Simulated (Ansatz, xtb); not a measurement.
**Relaxing a trial structure of CHClF2Ge**

The starting geometry of this gas-phase singlet was built from a drawn formula by distance geometry and a force field; its bonds are those of `F[C](F)(Cl)[GeH]`.

```xyz
6

C     0.1634    0.0375   -0.8720
Cl    0.5500   -1.1814    0.3593
F    -0.4772   -0.5756   -1.9697
F    -0.6433    0.9482   -0.2968
Ge    1.8198    0.8658   -1.4506
H     2.5085    1.5587   -0.2475
```

Task: Predict what becomes of its bonds when it is optimised with r2SCAN-D4/def2-SVP.

Result: A new bond forms, giving a structure with Cl2 bridging C1 and Ge5, given below by its coordinates. Distances that change by over a tenth: C1–Cl2 (1.78 → 2.09 Å). Contacts that close: Cl2–Ge5 (3.01 → 2.50 Å).

The energy falls by 0.80 eV over 12 steps:

```tsv
step	E − E(last) (eV)
1	0.797
2	0.375
3	0.306
5	0.105
6	0.041
7	0.009
8	0.002
10	0.000
11	0.000
12	0.000
```

Final geometry (Å):

```xyz
6

C     0.0886    0.2451   -1.0384
Cl    1.0021   -1.1468    0.2280
F    -0.6687   -0.4621   -1.8425
F    -0.6875    0.9835   -0.2865
Ge    2.0907    0.4694   -1.3449
H     2.0959    1.5640   -0.1930
```

From the same start GFN2-xTB reaches the same bonding as this run.

The end wasn't checked by frequencies. Run with Ansatz 0.2.0, 50 s on 1 thread of Arm Neoverse V1, with other jobs on the host.
